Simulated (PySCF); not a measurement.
**Circular dichroism: `C[C@H](S)[C@H]1C[C@H]1C#N`, C6H9NS**

Geometry:
```
atom   x (Å)   y (Å)   z (Å)
  C1  -1.238  -1.296  -0.798
  C2  -0.940  -0.070   0.051
  S3  -2.301   1.164  -0.076
  C4   0.363   0.587  -0.320
  C5   1.092   1.423   0.678
  C6   1.660   0.081   0.282
  C7   1.616  -0.988   1.213
  N8   1.575  -1.858   1.957
  H9  -1.230  -1.044  -1.857
 H10  -0.486  -2.061  -0.613
 H11  -2.215  -1.701  -0.544
 H12  -0.937  -0.341   1.109
 H13  -2.203   1.344  -1.392
 H14   0.417   0.892  -1.360
 H15   0.666   1.509   1.667
 H16   1.611   2.308   0.344
 H17   2.540   0.063  -0.351
```

Theory: PySCF 2.14.0, TDDFT PBE0/def2-SVPD circular dichroism and optical rotation, one conformer, gas phase. Geometry: GFN2-xTB.

The molecule is flexible and this is one conformer; a measurement averages over conformers. States above about 7.1 eV (minus the energy of the highest occupied orbital) lie near or above the ionisation threshold and depend on the basis.

Task: What are the CIP labels of the stereocentres?

Result: C2 S, C4 S, C6 R.

Task: List the lowest 12 singlet excitations with oscillator and rotatory strengths.

Result: Rotatory strengths R in 10⁻⁴⁰ esu² cm², velocity form and length form (origin at the centre of mass); f in length form.
```
state  E (eV)  λ (nm)       f  R (velocity)  R (length)                                    main
    1    5.55     223   0.003          +0.8        +0.8        HOMO→LUMO 0.71, HOMO→LUMO+1 0.12
    2    6.19     200   0.034         -14.4       -13.9      HOMO→LUMO+1 0.60, HOMO→LUMO+2 0.17
    3    6.51     190   0.003          +5.8        +5.5        HOMO→LUMO+2 0.65, HOMO→LUMO 0.19
    4    6.76     183   0.022         +21.7       +21.8      HOMO→LUMO+3 0.77, HOMO→LUMO+1 0.14
    5    6.92     179   0.016          -3.3        -3.1      HOMO→LUMO+4 0.84, HOMO→LUMO+5 0.08
    6    7.16     173  0.0004          +0.7        +0.8    HOMO−1→LUMO 0.36, HOMO−1→LUMO+2 0.20
    7    7.27     171   0.007         +10.0        +9.9                        HOMO→LUMO+5 0.69
    8    7.53     165   0.026         +10.4       +11.1      HOMO→LUMO+6 0.76, HOMO−1→LUMO 0.10
    9    7.57     164   0.039          +9.5        +9.5      HOMO−1→LUMO 0.24, HOMO−2→LUMO 0.21
   10    7.70     161   0.023          -8.3        -9.7    HOMO−1→LUMO+2 0.39, HOMO−1→LUMO 0.17
   11    7.83     158   0.019         +28.2       +28.4  HOMO−2→LUMO+1 0.40, HOMO−2→LUMO+3 0.14
   12    7.91     157   0.042          -4.4        -4.4      HOMO→LUMO+7 0.68, HOMO→LUMO+8 0.16
```

Among the states computed, the strongest CD band (largest |R|) is state 11. The largest dissymmetry factor in size, g = 4R/(D+G), with D and G the electric and magnetic dipole strengths, is +0.022 for state 6 (velocity form, f = 0.0004), among bands with |R| over 0.5. The mirror image has the same energies and oscillator strengths and all R with the opposite sign.
